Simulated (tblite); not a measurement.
C8H7PS.
Cartesian coordinates in Å at the GFN2-xTB level; atoms count from 1:
```xyz
17
C8H7PS angstrom
C     -1.305    2.478    1.437
C     -0.514    1.690    0.991
C      0.428    0.774    0.474
P      1.970    0.719    1.315
C      2.809   -0.439    0.340
C      2.299   -1.081   -0.769
C      1.011   -0.879   -1.237
C      0.119   -0.005   -0.638
S     -1.500    0.131   -1.399
C     -2.532   -0.569   -0.073
H     -1.999    3.166    1.817
H      3.825   -0.664    0.643
H      2.929   -1.783   -1.298
H      0.671   -1.422   -2.107
H     -3.552   -0.542   -0.442
H     -2.438    0.034    0.824
H     -2.228   -1.596    0.113
```

Calculated harmonic vibrations of the isolated species, GFN2-xTB (tblite), most abundant isotopes, no scaling. This tight-binding method is rough: wavenumbers can miss measured ones by several per cent, in bad cases by 10 to 20. One conformer, not necessarily the lowest.

Harmonic wavenumbers (cm⁻¹): 58.8, 73.4, 113.9, 121.3, 139.6, 204.8, 243.6, 248.6, 332.3, 383.7, 397.0, 439.5, 465.7, 575.1, 596.0, 644.0, 655.3, 710.2, 722.2, 755.0, 838.5, 869.4, 889.1, 920.3, 942.8, 956.1, 1103.6, 1113.2, 1189.6, 1206.8, 1309.0, 1330.2, 1363.1, 1446.5, 1448.7, 1486.8, 1530.2, 2233.1, 3027.0, 3040.6, 3042.2, 3057.2, 3062.8, 3091.3, 3395.2.

A = 1500, B = 888.1, C = 602.0 MHz; mass 166.001 u (most abundant isotopes); point group C1, symmetry number 1.

Problem. What is the zero-point energy?

Solution. ½Σν̃ = 25887 cm⁻¹ = 74.01 kcal/mol.

Problem. Entropy at 500 K, 1 bar (ideal gas, RRHO, classical rotation)?

Solution. Translation 43.82, rotation 31.91, vibration 53.16: S = 128.9 cal/(mol K).

Problem. And Cp and H(500 K) − H(0)?

Solution. Cp = 57.54 cal/(mol K), of which vibrations give 49.59 (their classical limit is 45 R = 89.4); H(500 K) − H(0) = 17.56 kcal/mol without the zero-point energy, 13.59 from vibrations.

Problem. How do the functions run with temperature in this model?

Solution. 
| T (K) | S (cal/(mol K)) | Cp (cal/(mol K)) | H − H(0) (kcal/mol) | G − H(0) (kcal/mol) | ln q(vib) |
| --- | --- | --- | --- | --- | --- |
| 100 | 71.7 | 20.0 | 1.34 | -5.83 | 1.67 |
| 200 | 89.0 | 31.1 | 3.90 | -13.91 | 4.54 |
| 300 | 103.6 | 41.5 | 7.54 | -23.55 | 7.44 |
| 800 | 159.3 | 71.4 | 37.12 | -90.31 | 20.81 |
| 1000 | 175.9 | 77.2 | 52.01 | -123.86 | 25.45 |

q(vib) and H(0) count from the zero-point level.

Problem. What must be added to the electronic energy to get the Gibbs energy at 500 K and 1 bar?

Solution. ZPE + [H(500 K) − H(0)] − T·S = 74.01 + 17.56 − 64.45 = 27.12 kcal/mol.

Hindered rotation and anharmonicity are outside this model. Other conformers, if any are populated, would add a mixing term that is left out. The structure is chiral; the term R ln 2 for an equal mix with its mirror image is left out.
